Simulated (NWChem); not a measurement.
System: HS₂ anion

Input file for NWChem:

```
start job
memory heap 200 mb stack 900 mb global 1100 mb
charge -1
geometry units angstroms noautosym nocenter noautoz
  S      0.032852    -1.127765     0.000000
  S      0.061590     1.013682     0.000000
  H     -1.270092     1.298169     0.000000
end
basis spherical
  * library aug-cc-pvdz
end
dft
  xc m05-2x
  iterations 150
end
cosmo
  do_cosmo_smd true
  solvent cychexon
end
task dft energy
```

Coordinates come from a B3LYP/def2-SVPD optimisation. The gas-phase anion has a positive highest level at the geometry level, so the gas reference is doubtful. Solvent: cyclohexanone.

Level: M05-2X/aug-cc-pVDZ with SMD (1 M gas to 1 M solution), gas-phase geometry. Reactions with the solvent are ignored.

**Question.** Give the results of this calculation. (M05-2X/aug-cc-pVDZ, SMD on the gas-phase geometry.) Quantities: solvation free energy (kcal/mol); cavity-dispersion-structure term (kcal/mol).

**Answer.** 
- solvation free energy (kcal/mol): -57.5
- cavity-dispersion-structure term (kcal/mol): -2.2
